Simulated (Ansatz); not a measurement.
`[OH][InH][ZnH]` + HBr → `[OH][InH][Br]` + `[ZnH2]` at 298.15 K and 1 bar (cleavage of the In–Zn bond).

Program: Ansatz. Geometries: PBE0-D4/def2-TZVP. ΔE: electronic, gas phase. CCSD(T)/CBS is the MP2 limit (def2-TZVPP, def2-QZVPP) plus CCSD(T) − MP2 in def2-TZVPP, frozen cores. def2 core potentials past Kr. For Br, In, Zn outer-core shells are correlated without core-valence functions, which leaves a few kJ/mol of doubt a bond. Scalar relativity is left out up to krypton. One conformer a species, not always the lowest.

```json
{"species": "`[OH][InH][ZnH]`", "CCSD(T)/CBS energy (Eh)": "-2045.17442", "H − E (kJ/mol)": "84.7", "S (J/(mol·K))": "338.2"}
{"species": "HBr", "CCSD(T)/CBS energy (Eh)": "-2573.91920", "H − E (kJ/mol)": "24.6", "S (J/(mol·K))": "198.6"}
{"species": "`[OH][InH][Br]`", "CCSD(T)/CBS energy (Eh)": "-2839.57190", "H − E (kJ/mol)": "68.3", "S (J/(mol·K))": "325.9"}
{"species": "`[ZnH2]`", "CCSD(T)/CBS energy (Eh)": "-1779.54550", "H − E (kJ/mol)": "39.9", "S (J/(mol·K))": "200.9"}
```

H − E and S are ideal-gas, rigid-rotor, harmonic terms from PBE0-D4/def2-TZVP, for one conformer and one mirror image of each species. 1 Eh = 2625.50 kJ/mol, R = 8.31446 J/(mol·K).

By hand: ΔE, ΔH, ΔS and ΔG.

ΔE = (-2839.57190) + (-1779.54550) − (-2045.17442) − (-2573.91920) = -0.02378 Eh = -62.4 kJ/mol. Δ(H − E) = 68.3 + 39.9 − 84.7 − 24.6 = -1.1, so ΔH = -63.5 kJ/mol. ΔS = 325.9 + 200.9 − 338.2 − 198.6 = -10.0 J/(mol·K). ΔG = -63.5 − 298.15 × (-10.0)/1000 = -60.5 kJ/mol.

By hand: the equilibrium constant, and the temperature at which ΔG would vanish if ΔH and ΔS stayed fixed.

log₁₀ K = −ΔG/(RT ln 10) = 10.6. ΔG = 0 at ΔH/ΔS = 6350 K, far beyond where these terms or the molecules hold.

The number of gas molecules stays the same, so ΔS is small and ΔH decides. A doubt of 5 kJ/mol in ΔE shifts log₁₀ K by 0.9 here. Other conformers and mirror images would add mixing entropy, several J/(mol·K) or more a flexible species. These are equilibria of isolated gas molecules and say nothing of rates. Largest T1 diagnostic: 0.017 (customary marks: 0.02 for closed shells, 0.045 for open ones).
